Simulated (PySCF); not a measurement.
Cu₂, singlet, at a GFN2-xTB geometry (such geometries of metal compounds can be far from the true shape).

The PySCF input:
```python
from pyscf import gto, scf, dft

mol = gto.M(
    atom='''
Cu   -0.000000   -0.000000   -1.112393
Cu    0.000000    0.000000    1.112393
''',
    basis='pcseg-1',
    charge=0,
    spin=0,
    verbose=5,
)

mf = dft.RKS(mol)
mf.xc = 'r2scan'
mf = mf.density_fit(auxbasis='def2-universal-jkfit')
mf.kernel()
```

Question: What does this run give for the Mulliken (on the basis functions themselves) charges in atom order, dipole moment, HOMO energy, nuclear repulsion energy?

Answer: 
```yaml
Mulliken (on the basis functions themselves) charges in atom order: Cu1 0.00, Cu2 0.00
dipole_moment: 0.00 D
HOMO energy: -4.09 eV
nuclear_repulsion_energy: 200.0363 Eh
```
